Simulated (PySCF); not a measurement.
This script is equivalent to a calculation on Ar²⁺ (argon, charge +2).

```python
from pyscf import gto, scf, dft, mp, cc
import basis_set_exchange as bse
mol = gto.M(atom="Ar 0 0 0", charge=2, spin=2, symmetry="D2h",
            basis=gto.basis.parse(bse.get_basis("ANO-RCC-VTZP", elements=["Ar"], fmt="nwchem")),
            nucmod="G")
mf = scf.UHF(mol).sfx2c1e()
mf.irrep_nelec = {'Ag': (3, 3), 'B1u': (2, 1), 'B2u': (2, 2), 'B3u': (2, 1)}
mf.kernel()
```

**Question.** What total energy does it give?

**Answer.** -527.12163 hartree (calculated).

**Question.** Which occupied shell lies highest, and where?

**Answer.** 3p β, at -40.423 eV.

**Question.** What is ⟨S²⟩, and what would a pure spin state give?

**Answer.** 2.010, against 2.00.
